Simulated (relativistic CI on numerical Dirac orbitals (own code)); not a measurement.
**Radial parameters of Te7+**

Method of calculation: Dirac-Coulomb-Breit CI, KLI orbitals optimised for each configuration, QED by a radiative potential, unscaled Slater integrals (own radial code, finite nucleus).

Slater integrals F^k, G^k are unscaled and averaged over j, outside the closed core [Ar] 3d10; ζ comes from projecting the Hamiltonian with its Breit term on Σ l·s of the shell.

- 4s2.4p6.4d9: ζ(4d) = 4824.8 cm⁻¹; <r>(4d) = 0.9225, <r^2>(4d) = 0.9838 (bohr units).
- 4s2.4p6.4d8.5s: F^2(4d,4d) = 111200, F^4(4d,4d) = 74269, ζ(4d) = 5007, G^2(4d,5s) = 18753 cm⁻¹; <r>(4d) = 0.9102, <r^2>(4d) = 0.9575, <r>(5s) = 1.673, <r^2>(5s) = 3.12 (bohr units).
- 4s2.4p6.4d8.4f: F^2(4d,4d) = 110460, F^4(4d,4d) = 73729, ζ(4d) = 4939.5, F^2(4d,4f) = 82502, F^4(4d,4f) = 52026, G^1(4d,4f) = 98148, G^3(4d,4f) = 60278, G^5(4d,4f) = 42263, ζ(4f) = 48.834 cm⁻¹; <r>(4d) = 0.916, <r^2>(4d) = 0.97, <r>(4f) = 1.319, <r^2>(4f) = 2.099 (bohr units).

Problem. Give the Racah parameters of the d shell in 4s2.4p6.4d8.5s.

Solution. B = F²/49 − 5F⁴/441 = 1427 cm⁻¹ and C = 35F⁴/441 = 5894 cm⁻¹.

Averages of the first 10 configurations, taken without configuration mixing, which lowers the lowest level and can move excited configurations by several eV; other configurations of the list can lie among them:

```tsv
Configuration	Parity	States	Average energy above the lowest level (eV)
4s2.4p6.4d9	even	10	1.5
4s2.4p6.4d8.5s	even	90	47.3
4s2.4p6.4d8.4f	odd	630	77.1
4s2.4p5.4d10	odd	6	85.6
4s2.4p6.4d8.5p	odd	270	61.9
4s.4p6.4d10	even	2	140.8
4s2.4p6.4d7.5s.5p	odd	1440	111.2
4s2.4p6.4d8.5d	even	450	82.9
4s2.4p6.4d7.4f.5s	odd	3360	125.4
4s2.4p5.4d9.4f	even	840	160.5
```
